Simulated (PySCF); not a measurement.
**TDDFT excited states: Cd2H6N2**

(HCd-mu-NH2)2 (singlet state).
Bonds: Cd1–N3, Cd1–N6, N3–Cd4, Cd4–N6. Hydrogens: H2 on Cd1; H7, H8 on N3; H5 on Cd4; H9, H10 on N6.

The calculation used PySCF, TDDFT CAM-B3LYP/def2-SVPD, vertical, gas phase, core orbitals frozen in the response, def2 core potentials past Kr. Isolated species at its PBE0-D3(BJ)/def2-SVP geometry, gas phase. Spin–orbit coupling is left out.

| state | E (eV) | λ (nm) | ν̃ (cm⁻¹) | f | \|μ\| (D) | main configurations (H = HOMO, L = LUMO) |
| --- | --- | --- | --- | --- | --- | --- |
| S1 | 5.35 | 231.6 | 43170 | 0.0012 | 0.24 | H→L (88%) |
| S2 | 5.58 | 222.3 | 44990 | 0.0000 | 0.04 | H-1→L (80%), H-1→L+1 (10%) |
| S3 | 5.70 | 217.7 | 45930 | 0.0004 | 0.13 | H-1→L+1 (68%), H-1→L (16%), H→L+3 (12%) |
| S4 | 5.91 | 209.7 | 47690 | 0.440 | 4.43 | H→L+1 (83%) |
| S5 | 6.00 | 206.8 | 48360 | 0.109 | 2.19 | H→L+2 (77%), H-2→L (20%) |
| S6 | 6.41 | 193.5 | 51680 | 0.0009 | 0.19 | H-1→L+2 (63%), H-3→L (32%) |
| S7 | 6.42 | 193.0 | 51810 | 0.0010 | 0.21 | H→L+3 (76%), H-1→L+1 (19%) |
| S8 | 6.69 | 185.4 | 53930 | 0.050 | 1.40 | H-1→L+3 (88%) |
| S9 | 6.76 | 183.3 | 54550 | 0.0090 | 0.59 | H-3→L (65%), H-1→L+2 (31%) |
| S10 | 6.96 | 178.0 | 56160 | 0.039 | 1.21 | H-3→L+1 (88%) |

Triplets, Tamm–Dancoff:

```csv
state,E (eV),λ (nm),"main configurations (H = HOMO, L = LUMO)"
T1,5.01,247.5,"H→L+1 (48%), H→L (35%)"
T2,5.13,241.6,"H→L (52%), H→L+1 (36%)"
T3,5.29,234.5,"H-1→L+1 (57%), H-1→L (22%), H→L+3 (16%)"
T4,5.51,225.1,"H→L+2 (61%), H-2→L (33%)"
```

The lowest singlet lies at 5.35 eV (232 nm, ultraviolet) and is very weak; its leading configuration is HOMO→LUMO (88%). The strongest level in the table is S4 at 5.91 eV (210 nm, f = 0.440). For S1 the Löwdin share of cadmium is 34% in HOMO and 79% in LUMO; for S4 the Löwdin share of cadmium is 34% in HOMO and 56% in LUMO+1. Orbital energies (eV): HOMO-3 -9.77, HOMO-2 -9.39, HOMO-1 -8.67, HOMO -8.22, LUMO 0.10, LUMO+1 0.35, LUMO+2 0.80. The listed states span 1.61 eV, and the widest gap between neighbours is 0.41 eV (S5 to S6). Of the 10 states listed, 4 reach f = 0.01 and 2 stay under 0.0005. All these states lie below the vertical ionisation energy of 8.98 eV (ΔSCF). Singlets were solved by full linear response, triplets in the Tamm–Dancoff approximation.

The run took 78 s wall on x86-64 server, one thread, shared host.
